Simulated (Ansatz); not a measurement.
`[CH3][AlH][SiH2]Cl` and `[CH3][AlH][SiH2]F` differ in one atom or group.

Ansatz, PBE0-D4/def2-TZVP geometries, multiplicity 1. Each molecule was computed in one conformer, which needn't be the lowest.

```json
{"property": "LUMO energy (ωB97M-V/def2-TZVPP) / eV", "`[CH3][AlH][SiH2]Cl`": "-0.31"}
{"property": "LUMO energy (PBE0/def2-TZVPP) / eV", "`[CH3][AlH][SiH2]Cl`": "-1.94"}
{"property": "HOMO–LUMO gap (PBE0/def2-TZVPP) / eV", "`[CH3][AlH][SiH2]Cl`": "5.41"}
{"property": "size of the dipole moment (ωB97M-V/def2-TZVPP) / D", "`[CH3][AlH][SiH2]Cl`": "1.79"}
{"property": "LUMO energy (PBE/def2-TZVPP) / eV", "`[CH3][AlH][SiH2]Cl`": "-2.69"}
{"property": "HOMO energy (PBE/def2-TZVPP) / eV", "`[CH3][AlH][SiH2]Cl`": "-6.24"}
```

**Question.** What does the change do to each property? (Best estimate.)

**Answer.** The calculation gave: 
| property | `[CH3][AlH][SiH2]F` | shift |
| --- | --- | --- |
| LUMO energy (ωB97M-V/def2-TZVPP) / eV | -0.23 | 0.08 |
| LUMO energy (PBE0/def2-TZVPP) / eV | -1.86 | 0.08 |
| HOMO–LUMO gap (PBE0/def2-TZVPP) / eV | 5.51 | 0.10 |
| size of the dipole moment (ωB97M-V/def2-TZVPP) / D | 1.58 | -0.21 |
| LUMO energy (PBE/def2-TZVPP) / eV | -2.61 | 0.08 |
| HOMO energy (PBE/def2-TZVPP) / eV | -6.23 | 0.01 |

Dipoles are sizes alone; their direction can turn.
